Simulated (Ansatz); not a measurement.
## Cost against result

Saddle point of SiNH4Cl2F, singlet (SiHCl₂F ([F][SiH]([Cl])[Cl]) + NH₃ → SiNH₃Cl₂ ([NH2][SiH]([Cl])[Cl]) + HF; bonds formed: F2–H6; dative contacts that become bonds: Si1–N7; bonds broken: Si1–F2, H6–N7), PBE0-D4/def2-TZVP structure:

```json
{"atom": "Si1", "x (Å)": "-0.4420", "y (Å)": "0.2169", "z (Å)": "-0.6089"}
{"atom": "F2", "x (Å)": "1.6079", "y (Å)": "0.7730", "z (Å)": "-0.5153"}
{"atom": "Cl3", "x (Å)": "0.0554", "y (Å)": "-1.0736", "z (Å)": "-2.0989"}
{"atom": "Cl4", "x (Å)": "-2.4440", "y (Å)": "-0.2792", "z (Å)": "-0.2368"}
{"atom": "H5", "x (Å)": "-0.5732", "y (Å)": "1.6504", "z (Å)": "-0.8671"}
{"atom": "H6", "x (Å)": "1.3060", "y (Å)": "0.2136", "z (Å)": "0.4756"}
{"atom": "N7", "x (Å)": "0.2975", "y (Å)": "-0.3090", "z (Å)": "0.9685"}
{"atom": "H8", "x (Å)": "0.3050", "y (Å)": "-1.3148", "z (Å)": "1.0945"}
{"atom": "H9", "x (Å)": "-0.1125", "y (Å)": "0.1228", "z (Å)": "1.7883"}
```

Barriers are electronic and count from the start structure reached by relaxing down the imaginary mode.

Computed with Ansatz 0.2.0 (basis: as named in each row); correlated methods freeze the cores. B3LYP uses VWN-RPA correlation. Extrapolation: Hartree–Fock as exp(−7.88 √X), correlation as X^−2.97.

Times are rough, for one single point on 8 threads of a shared host (Intel Xeon Platinum 8375C).

The estimate by CCSD(T) at an estimated basis limit (MP2 extrapolated from triple and quadruple zeta, plus CCSD(T) − MP2 in triple zeta) is 136.3 kJ/mol.

```csv
method,basis,time (s),barrier (kJ/mol),method less estimate
HF,STO-3G,under 1,161.3,25.0
PBE-D4,STO-3G,under 1,56.0,-80.2
SPW92,def2-SVP,under 1,91.6,-44.6
B3LYP-D4,6-31G,under 1,113.5,-22.8
PBE-D4,def2-SVP,under 1,103.9,-32.3
PBE0-D4,def2-SVP,under 1,115.6,-20.7
SPW92,def2-TZVPP,under 1,97.9,-38.4
PBE-D4,def2-TZVPP,1,110.3,-26.0
BLYP-D4,def2-TZVPP,1,117.7,-18.5
B3LYP-D4,def2-TZVPP,2,126.9,-9.4
BHLYP-D4,def2-TZVPP,2,141.7,5.4
CAM-B3LYP-D4,def2-TZVPP,2,127.3,-9.0
wB97M-V,def2-SVP,2,121.6,-14.7
PBE0-D4,def2-TZVPP,2,123.1,-13.2
CCSD(T),def2-SVP,2,133.0,-3.2
r2SCAN-D4,def2-TZVPP,2,125.3,-10.9
RPA on PBE,def2-TZVPP,2,133.4,-2.9
r2SCAN0-D4,def2-TZVPP,2,132.7,-3.6
PBE-QIDH,def2-TZVPP,3,132.2,-4.0
B2PLYP,def2-TZVPP,3,130.3,-6.0
B97M-V,def2-TZVPP,3,142.3,6.0
wB97X-V,def2-TZVPP,4,129.6,-6.7
wB97M-V,def2-TZVPP,4,129.2,-7.1
MP2,def2-QZVPP,10,132.8,-3.5
CCSD(T),def2-TZVPP,50,135.9,-0.3
```

All methods are single points on the PBE0-D4 structures.

The T1 diagnostic stays at or below 0.011.

The step is the kind of exchange with an N–H group that builds nitride films in atomic layer and chemical vapour deposition.

Labels in which every atom is bracketed show which atoms are joined, not bond orders.
